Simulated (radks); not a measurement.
Results of a calculation; reference values are marked as such.
Problem. All-electron atom: Ru in [Kr] 4d4 5s2 5p2 (not the ground configuration). Level of theory: non-relativistic Kohn-Sham, BLYP, spin-unpolarised, spherical densities, point nucleus; relativity is left out, which matters for an element this heavy (a radial shooting solver on a logarithmic mesh with Libxc functionals). Some entries of the table are withheld. Estimate them.

| orbital | occ. | eigenvalue (hartree) | <1/r> (bohr^-1) | <r> (bohr) |
|---|---|---|---|---|
| 1s | 2 | -784.6251 | 43.48 | 0.03463 |
| 2s | 2 | -111.2551 | 9.838 | (1) |
| 2p | 6 | (2) | 9.837 | 0.1291 |
| 3s | 2 | -19.97221 | 3.448 | 0.4150 |
| 3p | 6 | -16.72961 | 3.361 | 0.4084 |
| 3d | 10 | -10.76287 | 3.195 | 0.3835 |
| 4s | 2 | -3.14387 | 1.320 | 1.033 |
| 4p | 6 | -2.16073 | 1.211 | 1.112 |
| 4d | 4 | (3) | (4) | 1.431 |
| 5s | 2 | -0.30147 | 0.4491 | 2.874 |
| 5p | 2 | -0.12514 | 0.3489 | (5) |

Solution. 
(1) 2s <r> (bohr): 0.1509
(2) 2p eigenvalue (hartree): -102.9868
(3) 4d eigenvalue (hartree): -0.61301
(4) 4d <1/r> (bohr^-1): 0.9296
(5) 5p <r> (bohr): 3.684
